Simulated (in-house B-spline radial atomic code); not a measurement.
Orbital energies and mean radii along the 23-electron series, configuration 1s2 2s2 2p6 3s2 3p6 3d3/2(4) 3d5/2(1). The effective charge is n√(-2ε), a non-relativistic measure. Computed with an all-electron radial atomic-structure program (B-spline basis): Dirac-Hartree-Fock, jj configuration that fills j = l - 1/2 first, finite nuclei.

```json
{"ion": "Cr+", "Z": "24", "energy of 2s1/2 (Eh)": "-26.878", "mean radius of 2s1/2 (bohr)": "0.29099", "energy of 2p1/2 (Eh)": "-22.757", "mean radius of 2p1/2 (bohr)": "0.25744", "energy of 3d5/2 (Eh)": "-0.57014", "mean radius of 3d5/2 (bohr)": "1.3868", "effective charge of 2s1/2": "14.664"}
{"ion": "Mn2+", "Z": "25", "energy of 2s1/2 (Eh)": "-30.221", "mean radius of 2s1/2 (bohr)": "0.27751", "energy of 2p1/2 (Eh)": "-25.871", "mean radius of 2p1/2 (bohr)": "0.24479", "energy of 3d5/2 (Eh)": "-1.1816", "mean radius of 3d5/2 (bohr)": "1.1352", "effective charge of 2s1/2": "15.549"}
{"ion": "Fe3+", "Z": "26", "energy of 2s1/2 (Eh)": "-33.883", "mean radius of 2s1/2 (bohr)": "0.26519", "energy of 2p1/2 (Eh)": "-29.301", "mean radius of 2p1/2 (bohr)": "0.23327", "energy of 3d5/2 (Eh)": "-1.942", "mean radius of 3d5/2 (bohr)": "0.98304", "effective charge of 2s1/2": "16.464"}
{"ion": "Co4+", "Z": "27", "energy of 2s1/2 (Eh)": "?", "mean radius of 2s1/2 (bohr)": "?", "energy of 2p1/2 (Eh)": "?", "mean radius of 2p1/2 (bohr)": "?", "energy of 3d5/2 (Eh)": "?", "mean radius of 3d5/2 (bohr)": "?", "effective charge of 2s1/2": "?"}
{"ion": "Ni5+", "Z": "28", "energy of 2s1/2 (Eh)": "-42.081", "mean radius of 2s1/2 (bohr)": "0.24342", "energy of 2p1/2 (Eh)": "-37.027", "mean radius of 2p1/2 (bohr)": "0.21306", "energy of 3d5/2 (Eh)": "-3.8544", "mean radius of 3d5/2 (bohr)": "0.79388", "effective charge of 2s1/2": "18.348"}
{"ion": "Cu6+", "Z": "29", "energy of 2s1/2 (Eh)": "-46.604", "mean radius of 2s1/2 (bohr)": "0.23376", "energy of 2p1/2 (Eh)": "-41.308", "mean radius of 2p1/2 (bohr)": "0.20415", "energy of 3d5/2 (Eh)": "-4.9947", "mean radius of 3d5/2 (bohr)": "0.72841", "effective charge of 2s1/2": "19.309"}
{"ion": "Zn7+", "Z": "30", "energy of 2s1/2 (Eh)": "-51.404", "mean radius of 2s1/2 (bohr)": "0.2248", "energy of 2p1/2 (Eh)": "-45.866", "mean radius of 2p1/2 (bohr)": "0.19591", "energy of 3d5/2 (Eh)": "-6.2539", "mean radius of 3d5/2 (bohr)": "0.67435", "effective charge of 2s1/2": "20.279"}
{"ion": "Ga8+", "Z": "31", "energy of 2s1/2 (Eh)": "-56.481", "mean radius of 2s1/2 (bohr)": "0.21646", "energy of 2p1/2 (Eh)": "-50.697", "mean radius of 2p1/2 (bohr)": "0.18827", "energy of 3d5/2 (Eh)": "-7.63", "mean radius of 3d5/2 (bohr)": "0.62867", "effective charge of 2s1/2": "21.257"}
{"ion": "Ge9+", "Z": "32", "energy of 2s1/2 (Eh)": "?", "mean radius of 2s1/2 (bohr)": "?", "energy of 2p1/2 (Eh)": "?", "mean radius of 2p1/2 (bohr)": "?", "energy of 3d5/2 (Eh)": "?", "mean radius of 3d5/2 (bohr)": "?", "effective charge of 2s1/2": "?"}
{"ion": "As10+", "Z": "33", "energy of 2s1/2 (Eh)": "-67.466", "mean radius of 2s1/2 (bohr)": "0.20141", "energy of 2p1/2 (Eh)": "-61.183", "mean radius of 2p1/2 (bohr)": "0.17454", "energy of 3d5/2 (Eh)": "-10.729", "mean radius of 3d5/2 (bohr)": "0.55518", "effective charge of 2s1/2": "23.232"}
{"ion": "Se11+", "Z": "34", "energy of 2s1/2 (Eh)": "-73.373", "mean radius of 2s1/2 (bohr)": "0.1946", "energy of 2p1/2 (Eh)": "-66.837", "mean radius of 2p1/2 (bohr)": "0.16835", "energy of 3d5/2 (Eh)": "-12.45", "mean radius of 3d5/2 (bohr)": "0.52502", "effective charge of 2s1/2": "24.228"}
{"ion": "Br12+", "Z": "35", "energy of 2s1/2 (Eh)": "-79.559", "mean radius of 2s1/2 (bohr)": "0.1882", "energy of 2p1/2 (Eh)": "-72.768", "mean radius of 2p1/2 (bohr)": "0.16255", "energy of 3d5/2 (Eh)": "-14.285", "mean radius of 3d5/2 (bohr)": "0.49819", "effective charge of 2s1/2": "25.228"}
{"ion": "Kr13+", "Z": "36", "energy of 2s1/2 (Eh)": "?", "mean radius of 2s1/2 (bohr)": "?", "energy of 2p1/2 (Eh)": "?", "mean radius of 2p1/2 (bohr)": "?", "energy of 3d5/2 (Eh)": "?", "mean radius of 3d5/2 (bohr)": "?", "effective charge of 2s1/2": "?"}
{"ion": "Rb14+", "Z": "37", "energy of 2s1/2 (Eh)": "-92.769", "mean radius of 2s1/2 (bohr)": "0.1765", "energy of 2p1/2 (Eh)": "-85.459", "mean radius of 2p1/2 (bohr)": "0.152", "energy of 3d5/2 (Eh)": "-18.294", "mean radius of 3d5/2 (bohr)": "0.45244", "effective charge of 2s1/2": "27.242"}
{"ion": "Sr15+", "Z": "38", "energy of 2s1/2 (Eh)": "-99.796", "mean radius of 2s1/2 (bohr)": "0.17114", "energy of 2p1/2 (Eh)": "-92.223", "mean radius of 2p1/2 (bohr)": "0.14718", "energy of 3d5/2 (Eh)": "-20.468", "mean radius of 3d5/2 (bohr)": "0.43273", "effective charge of 2s1/2": "28.255"}
{"ion": "Zr17+", "Z": "40", "energy of 2s1/2 (Eh)": "-114.7", "mean radius of 2s1/2 (bohr)": "0.16128", "energy of 2p1/2 (Eh)": "-106.59", "mean radius of 2p1/2 (bohr)": "0.13833", "energy of 3d5/2 (Eh)": "-25.152", "mean radius of 3d5/2 (bohr)": "0.39827", "effective charge of 2s1/2": "30.292"}
{"ion": "Nb18+", "Z": "41", "energy of 2s1/2 (Eh)": "-122.58", "mean radius of 2s1/2 (bohr)": "0.15672", "energy of 2p1/2 (Eh)": "-114.21", "mean radius of 2p1/2 (bohr)": "0.13425", "energy of 3d5/2 (Eh)": "-27.663", "mean radius of 3d5/2 (bohr)": "0.3831", "effective charge of 2s1/2": "31.316"}
```

Question: Fill in the row of Co4+.

Answer: energy of 2s1/2 (Eh): -37.839; mean radius of 2s1/2 (bohr): 0.25386; energy of 2p1/2 (Eh): -33.022; mean radius of 2p1/2 (bohr): 0.22273; energy of 3d5/2 (Eh): -2.8354; mean radius of 3d5/2 (bohr): 0.87573; effective charge of 2s1/2: 17.399.

Question: Fill in the row of Ge9+.

Answer: energy of 2s1/2 (Eh): -61.835; mean radius of 2s1/2 (bohr): 0.20868; energy of 2p1/2 (Eh): -55.803; mean radius of 2p1/2 (bohr): 0.18116; energy of 3d5/2 (Eh): -9.122; mean radius of 3d5/2 (bohr): 0.5894; effective charge of 2s1/2: 22.241.

Question: Fill in the row of Kr13+.

Answer: energy of 2s1/2 (Eh): -86.024; mean radius of 2s1/2 (bohr): 0.18218; energy of 2p1/2 (Eh): -78.974; mean radius of 2p1/2 (bohr): 0.15711; energy of 3d5/2 (Eh): -16.233; mean radius of 3d5/2 (bohr): 0.47414; effective charge of 2s1/2: 26.233.

Question: How does the screening of 2s1/2 change?

Answer: Z less the effective charge goes from 9.34 at Z = 24 to 9.68 at Z = 41.
